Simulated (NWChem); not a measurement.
SiH3SeCl; SMILES [SiH3][Se]Cl

All runs: NWChem. The geometry was optimised at PBE0/def2-SVP. B3LYP is NWChem's, with the RPA form of VWN correlation. Ions are spin-unrestricted doublets at the neutral geometry; other ion states weren't tried.

```json
[
 {"level": "B3LYP/def2-SVPD", "vertical ionisation energy, ΔSCF (eV)": "9.21", "−ε(HOMO) (eV)": "6.86", "ΔSCF minus −ε(HOMO) (eV)": "2.35"},
 {"level": "PBE/def2-SVPD", "vertical ionisation energy, ΔSCF (eV)": "___", "−ε(HOMO) (eV)": "___", "ΔSCF minus −ε(HOMO) (eV)": "___"},
 {"level": "r2SCAN/def2-SVPD", "vertical ionisation energy, ΔSCF (eV)": "9.17", "−ε(HOMO) (eV)": "6.20", "ΔSCF minus −ε(HOMO) (eV)": "2.97"},
 {"level": "CAM-B3LYP/def2-SVPD", "vertical ionisation energy, ΔSCF (eV)": "9.32", "−ε(HOMO) (eV)": "8.37", "ΔSCF minus −ε(HOMO) (eV)": "0.95"},
 {"level": "M06-2X/def2-SVPD", "vertical ionisation energy, ΔSCF (eV)": "9.34", "−ε(HOMO) (eV)": "8.20", "ΔSCF minus −ε(HOMO) (eV)": "1.14"}
]
```

**Question.** What belongs in the gaps?

**Answer.** 
- PBE/def2-SVPD, vertical ionisation energy, ΔSCF (eV): 9.00
- PBE/def2-SVPD, −ε(HOMO) (eV): 5.92
- PBE/def2-SVPD, ΔSCF minus −ε(HOMO) (eV): 3.08
